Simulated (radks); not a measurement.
Values are calculated unless marked as measured or tabulated.
Ce II, configuration [Kr] 4d10 4f1 5s2 5p4 5d2 6d2 (not the ground configuration).

Level of theory: scalar-relativistic Kohn-Sham, LDA (Slater exchange, Perdew-Wang correlation), spin-polarised, spherical densities, point nucleus; open shells are filled with parallel spins first (spin-orbit coupling, left out, can overturn this in heavy ions) (a radial shooting solver on a logarithmic mesh with Libxc functionals).

Energy parts (Ry):
total: -17703.1604
kinetic: 18760.1073
electron-nucleus: -42823.3995
Hartree: 6764.2394
exchange-correlation: -404.1077

Orbitals (lengths in bohr, moments of r in powers of bohr; r(max) is where P^2 peaks; r(90%) holds 90 % of the orbital's charge):
[
 {"orbital": "1s up", "occ.": "1", "eigenvalue (Ry)": "-2958.277", "<r>": "0.02459", "<1/r>": "63.29", "r(max)": "0.01575", "r(90%)": "0.0443"},
 {"orbital": "1s down", "occ.": "1", "eigenvalue (Ry)": "-2958.266", "<r>": "0.02459", "<1/r>": "63.29", "r(max)": "0.01575", "r(90%)": "0.0443"},
 {"orbital": "2s up", "occ.": "1", "eigenvalue (Ry)": "-474.9028", "<r>": "0.1053", "<1/r>": "14.59", "r(max)": "0.08914", "r(90%)": "0.163"},
 {"orbital": "2s down", "occ.": "1", "eigenvalue (Ry)": "-474.8882", "<r>": "0.1053", "<1/r>": "14.59", "r(max)": "0.08914", "r(90%)": "0.163"},
 {"orbital": "2p up", "occ.": "3", "eigenvalue (Ry)": "-425.6836", "<r>": "0.09240", "<1/r>": "13.82", "r(max)": "0.07169", "r(90%)": "0.150"},
 {"orbital": "2p down", "occ.": "3", "eigenvalue (Ry)": "-425.6680", "<r>": "0.09239", "<1/r>": "13.82", "r(max)": "0.07169", "r(90%)": "0.150"},
 {"orbital": "3s up", "occ.": "1", "eigenvalue (Ry)": "-103.3169", "<r>": "0.2790", "<1/r>": "5.292", "r(max)": "0.2549", "r(90%)": "0.409"},
 {"orbital": "3s down", "occ.": "1", "eigenvalue (Ry)": "-103.2820", "<r>": "0.2790", "<1/r>": "5.293", "r(max)": "0.2549", "r(90%)": "0.409"},
 {"orbital": "3p up", "occ.": "3", "eigenvalue (Ry)": "-87.66154", "<r>": "0.2770", "<1/r>": "5.014", "r(max)": "0.2494", "r(90%)": "0.415"},
 {"orbital": "3p down", "occ.": "3", "eigenvalue (Ry)": "-87.62562", "<r>": "0.2769", "<1/r>": "5.015", "r(max)": "0.2494", "r(90%)": "0.415"},
 {"orbital": "3d up", "occ.": "5", "eigenvalue (Ry)": "-65.36045", "<r>": "0.2538", "<1/r>": "4.758", "r(max)": "0.2051", "r(90%)": "0.397"},
 {"orbital": "3d down", "occ.": "5", "eigenvalue (Ry)": "-65.32776", "<r>": "0.2537", "<1/r>": "4.759", "r(max)": "0.2051", "r(90%)": "0.397"},
 {"orbital": "4s up", "occ.": "1", "eigenvalue (Ry)": "-21.99577", "<r>": "0.6376", "<1/r>": "2.214", "r(max)": "0.5929", "r(90%)": "0.916"},
 {"orbital": "4s down", "occ.": "1", "eigenvalue (Ry)": "-21.90855", "<r>": "0.6373", "<1/r>": "2.214", "r(max)": "0.5930", "r(90%)": "0.916"},
 {"orbital": "4p up", "occ.": "3", "eigenvalue (Ry)": "-16.87964", "<r>": "0.6751", "<1/r>": "2.042", "r(max)": "0.6190", "r(90%)": "0.982"},
 {"orbital": "4p down", "occ.": "3", "eigenvalue (Ry)": "-16.79042", "<r>": "0.6746", "<1/r>": "2.043", "r(max)": "0.6190", "r(90%)": "0.981"},
 {"orbital": "4d up", "occ.": "5", "eigenvalue (Ry)": "-9.51347", "<r>": "0.7442", "<1/r>": "1.780", "r(max)": "0.6521", "r(90%)": "1.12"},
 {"orbital": "4d down", "occ.": "5", "eigenvalue (Ry)": "-9.41577", "<r>": "0.7422", "<1/r>": "1.784", "r(max)": "0.6519", "r(90%)": "1.11"},
 {"orbital": "5s up", "occ.": "1", "eigenvalue (Ry)": "-4.31181", "<r>": "1.485", "<1/r>": "0.8942", "r(max)": "1.358", "r(90%)": "2.12"},
 {"orbital": "5s down", "occ.": "1", "eigenvalue (Ry)": "-4.09229", "<r>": "1.481", "<1/r>": "0.8989", "r(max)": "1.351", "r(90%)": "2.12"},
 {"orbital": "5p up", "occ.": "3", "eigenvalue (Ry)": "-2.97481", "<r>": "1.686", "<1/r>": "0.7777", "r(max)": "1.516", "r(90%)": "2.43"},
 {"orbital": "5p down", "occ.": "1", "eigenvalue (Ry)": "-2.74886", "<r>": "1.691", "<1/r>": "0.7776", "r(max)": "1.511", "r(90%)": "2.45"},
 {"orbital": "4f up", "occ.": "1", "eigenvalue (Ry)": "-1.77385", "<r>": "1.034", "<1/r>": "1.250", "r(max)": "0.7051", "r(90%)": "1.75"},
 {"orbital": "4f down", "occ.": "0", "eigenvalue (Ry)": "-1.63482", "<r>": "1.015", "<1/r>": "1.269", "r(max)": "0.7008", "r(90%)": "1.70"},
 {"orbital": "5d up", "occ.": "2", "eigenvalue (Ry)": "-1.27384", "<r>": "2.280", "<1/r>": "0.5666", "r(max)": "1.952", "r(90%)": "3.39"},
 {"orbital": "5d down", "occ.": "0", "eigenvalue (Ry)": "-1.07494", "<r>": "2.353", "<1/r>": "0.5494", "r(max)": "1.980", "r(90%)": "3.53"},
 {"orbital": "6d up", "occ.": "2", "eigenvalue (Ry)": "-0.35867", "<r>": "6.024", "<1/r>": "0.2102", "r(max)": "5.581", "r(90%)": "8.55"},
 {"orbital": "6d down", "occ.": "0", "eigenvalue (Ry)": "-0.27698", "<r>": "6.606", "<1/r>": "0.1927", "r(max)": "5.987", "r(90%)": "9.51"}
]

The highest occupied level is 6d up at -4.880 eV. The configuration is held as typed, so some empty levels lie below it. The density falls to 0.001 e/bohr^3 at r = 6.01 bohr.
